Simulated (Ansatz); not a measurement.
Ansatz (a program for electronic structure) input (MP2/6-31G*):

Ansatz 0.2 input:
```yaml
crystal:
  periodic: [false, false, false]
  atoms:
    - {symbol: C, position_ang: [-1.34361300, 0.05966300, -0.07697700]}
    - {symbol: C, position_ang: [-0.72084100, -1.30222500, -0.05366700]}
    - {symbol: C, position_ang: [0.60079100, -1.36266200, 0.02203400]}
    - {symbol: C, position_ang: [1.34345300, -0.06321300, 0.07693500]}
    - {symbol: S, position_ang: [0.05620700, 1.24769800, 0.01481100]}
    - {symbol: H, position_ang: [-1.91518900, 0.22956300, -0.99222900]}
    - {symbol: H, position_ang: [-2.01684300, 0.21323100, 0.76944600]}
    - {symbol: H, position_ang: [-1.35228600, -2.18149500, -0.09825500]}
    - {symbol: H, position_ang: [1.15058200, -2.29594800, 0.04510600]}
    - {symbol: H, position_ang: [1.92701200, 0.03288300, 0.99534400]}
    - {symbol: H, position_ang: [2.02866600, 0.04921500, -0.76633000]}
basis:
  gaussian:
    orbitals: 6-31G*
total_charge: 1
magnetization: {spin_polarized: true, initial_magnetization: 1}
correlation: {method: mp2, electrons: outside_noble_gas}
```

Output:

```
Functional definition: HF
integrals: 0.06 GiB planned
940 factors; integrals over basis functions are off by at most 1.6e-3 eV
mean field: 0.41 GiB planned
mean field evaluation 1: about -15021.4189 eV, gradient 2.5e1 eV
mean field evaluation 2: about -15021.5226 eV, gradient 2.5e1 eV
mean field evaluation 4: about -15025.2597 eV, gradient 3.6e0 eV
mean field evaluation 8: about -15025.5537 eV, gradient 2.9e-1 eV
mean field evaluation 16: about -15021.8054 eV, gradient 2.0e1 eV
mean field evaluation 32: about -15025.5457 eV, gradient 2.2e-1 eV
mean field -15025.55651932 eV, -552.1790173970 hartree, gradient 2.5e-6 eV, S^2 0.763985; 5 other end points of the search recorded, 0 dependent functions left out
9 core orbitals not correlated
reference -15025.55651932 eV, -552.1790173970 hartree; 14, 13 occupied and 68, 69 virtual orbitals, 940 factors
second order -16.49571789 eV of doubles, -0.00000000 eV of singles
Total energy: -15042.05223721 eV, -552.7852238483 hartree
```

The dipole moment of an ion depends on the origin.

The geometry given is a B3LYP-D3(BJ)/def2-TZVP minimum of the species of charge 0 and multiplicity 1, not of this state.
